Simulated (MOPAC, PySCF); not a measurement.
C₃H₂S, SMILES `C#CC=S`, neutral singlet in the gas phase. 

Cartesian coordinates (Å):
```xyz
6

C      1.4083    -0.6386    -0.2008
C      0.3118    -0.1740    -0.0177
C     -0.9808     0.3398     0.2018
S     -1.3853     1.9120     0.1210
H      2.3824    -1.0305    -0.3655
H     -1.7364    -0.4088     0.4411
```
Charge 0, multiplicity 1.

All levels are single points at this geometry (B3LYP-D3(BJ)/def2-TZVP); Pople sets use spherical d functions. Orbital energies aren't observables, and empty levels follow the basis.

PM3 in MOPAC gives dipole (D) = 3.15.

Estimate the dipole (D) from each of these levels: PBE-D3(BJ)/def2-TZVP in PySCF; ωB97X-D3(BJ)/def2-TZVP in PySCF; B3LYP/3-21G in PySCF; B3LYP/6-311+G** in PySCF; B3LYP/6-31G* in PySCF; PBE/6-31G* in PySCF; SVWN5/6-31G* in PySCF; HF/6-31G* in PySCF; HF/STO-3G in PySCF; AM1 in MOPAC; PM6 in MOPAC; PM7 in MOPAC.


| level | dipole (D) |
|---|---|
| PBE-D3(BJ)/def2-TZVP in PySCF | 2.18 |
| ωB97X-D3(BJ)/def2-TZVP in PySCF | 2.18 |
| B3LYP/3-21G in PySCF | 2.55 |
| B3LYP/6-311+G** in PySCF | 2.31 |
| B3LYP/6-31G* in PySCF | 2.54 |
| PBE/6-31G* in PySCF | 2.53 |
| SVWN5/6-31G* in PySCF | 2.52 |
| HF/6-31G* in PySCF | 2.78 |
| HF/STO-3G in PySCF | 0.86 |
| AM1 in MOPAC | 2.90 |
| PM6 in MOPAC | 1.81 |
| PM7 in MOPAC | 1.71 |
